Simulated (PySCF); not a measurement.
## Silver: a sound run and one with changed settings

Sound run: Ag⁺ [Kr] 4d10, Ag²⁺ [Kr] 4d9. Calculation: PySCF 2.14, in cc-pVDZ-PP with ECP28MDF; a scalar-relativistic core potential. The sound run starts from symmetry-adapted Hartree-Fock orbitals and uses a fine grid where one is needed.

A second run was set up differently.

| species | method | sound run (hartree) | changed run (hartree) | converged |
| --- | --- | --- | --- | --- |
| Ag⁺ | UHF | -145.82049 | -145.82049 | no |
| Ag⁺ | BP86 | -146.72452 | -146.72452 | no |
| Ag⁺ | M06-L | -146.74073 | -146.74073 | no |
| Ag²⁺ | UHF | -145.09520 | -145.09517 | no |
| Ag²⁺ | BP86 | -145.92140 | -145.92183 | no |
| Ag²⁺ | M06-L | -145.95105 | -145.95115 | no |

What was changed?
A. level shift left on
B. basis contracted for another Hamiltonian
C. a valence shell is frozen
D. too few SCF iterations

A. It used initial guess minao, at most 50 SCF cycles, level shift 10.0 hartree. A level shift slows the SCF but leaves a converged energy unchanged.
